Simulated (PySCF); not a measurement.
Computed structure and properties of Bi(CH3)3

System: Bi(CH3)3 (singlet); start: displaced along the imaginary mode (C3). Method: PySCF 2.14.0, RKS PBE0, Bi def2-SVP with ECP60, C def2-SVP, H def2-SVP; non-relativistic Hamiltonian with scalar-relativistic core potentials where named; density fitting; no spin-orbit coupling.

Input of the relaxation:

```python
mol = gto.M(atom='''
Bi     0.00000     0.00000     0.02487
C      2.25177     0.02542    -0.13332
H      2.84424     0.48588    -0.97073
H      2.36401     0.55541     0.85016
H      2.53246    -1.03517    -0.01109
C     -1.14790     1.93738    -0.13332
H     -1.84290     2.22025    -0.97073
H     -1.66300     1.76958     0.85016
H     -0.36975     2.71075    -0.01109
C     -1.10387    -1.96280    -0.13332
H     -1.00134    -2.70612    -0.97073
H     -0.70100    -2.32499     0.85016
H     -2.16271    -1.67559    -0.01109''',
    basis={'Bi': 'def2-SVP', 'C': 'def2-SVP', 'H': 'def2-SVP'},
    ecp={'Bi': 'def2-SVP'},
    charge=0, spin=0)
mf = dft.RKS(mol, xc='PBE0')
mf.grids.atom_grid = (50, 194)
mf = mf.density_fit()  # fitting sets: Bi def2-universal-JKFIT, C def2-universal-JKFIT, H def2-universal-JKFIT
mf.conv_tol = 1e-08; mf.max_cycle = 55
mf.kernel(dm0)  # dm0: converged density of the start geometry
# quasi-Newton relaxation in Cartesian coordinates to a largest gradient under 0.00045 Eh/bohr, steps kept in the point group
```

Run from Python with OMP_NUM_THREADS=2; the lines above give its settings. Where DIIS fails, smearing, a level shift and second-order steps follow.
It took 3.2 min on 2 threads of AMD EPYC 7R43 64-Core Processor (Zen 3), on a shared host, from the converged density of the start.

Course of the relaxation:

```tsv
step	energy above end (eV)	largest force component within the symmetry (eV/Å)
0	2.5318	3.330
1	1.7729	2.041
2	1.2161	0.495
3	0.8834	0.617
4	0.5917	0.484
5	0.3840	0.666
6	0.2280	0.500
7	0.1292	0.542
23	0.0015	0.058
24	0.0006	0.063
25	0.0003	0.040
26	0.0001	0.030
27	0.0000	0.008
28	0.0000	0.005
```
(The steps between are left out.)

Relaxed geometry (C3v):

```xyz
13

Bi    0.0000    0.0000    1.2217
C     1.9075   -0.0726   -0.0181
H     1.6512   -0.0464   -1.0864
H     2.5408    0.7908    0.2320
H     2.4546   -0.9990    0.2085
C    -0.8909    1.6882   -0.0181
H    -0.7854    1.4531   -1.0864
H    -1.9552    1.8050    0.2320
H    -0.3621    2.6252    0.2085
C    -1.0166   -1.6156   -0.0181
H    -0.8658   -1.4068   -1.0864
H    -0.5856   -2.5957    0.2320
H    -2.0925   -1.6262    0.2085
```

```csv
contact,Å
Bi1–C2 (CH3),2.276
Bi1–C6 (CH3),2.276
Bi1–C10 (CH3),2.276
```

On the finer grid (75, 302):

| Quantity | Value |
| --- | --- |
| HOMO | -6.52 eV |
| LUMO | 0.48 eV |
| Dipole about the centre of mass | 0.20 D |
| Set of Mulliken populations of Bi1 outside the core potential | s 3.85, p 8.53, d 10.14 |
| D3(BJ) dispersion energy (not in the energies) | -0.255 eV |

| atom | Mulliken (e) | Löwdin (e) | spin (e) |
| --- | --- | --- | --- |
| Bi1 | 0.48 | 0.55 | 0.00 |
| C2 | -0.38 | -0.27 | 0.00 |
| H3 | 0.08 | 0.03 | 0.00 |
| H4 | 0.07 | 0.03 | 0.00 |
| H5 | 0.07 | 0.03 | 0.00 |
| C6 | -0.38 | -0.27 | 0.00 |
| H7 | 0.08 | 0.03 | 0.00 |
| H8 | 0.07 | 0.03 | 0.00 |
| H9 | 0.07 | 0.03 | 0.00 |
| C10 | -0.38 | -0.27 | 0.00 |
| H11 | 0.08 | 0.03 | 0.00 |
| H12 | 0.07 | 0.03 | 0.00 |
| H13 | 0.07 | 0.03 | 0.00 |

On the grid (50, 194), as all that follows. Harmonic modes: a minimum; lowest 99 cm⁻¹ (negative: unstable), highest 3194 cm⁻¹, zero-point energy 2.921 eV.

Taking off one CH3 (charge -1, singlet; the rest: singlet) in vacuum, both parts rigid, costs 10.79 eV; the small basis without counterpoise inflates it. Most of it is the attraction of opposite charges; other ways to part are cheaper, and one spin state was tried for the rest.

Rigid scan of CH3 along the line from its metal:

(distance to C2 (Å), energy (eV)): (1.98, 0.794), (2.08, 0.305), (2.18, 0.066), (2.28, 0.000), (2.38, 0.051), (2.48, 0.180), (2.68, 0.570), (2.98, 1.266), (3.38, 2.131), (3.88, 2.958)

One start shape was tried, so this needn't be the lowest isomer.
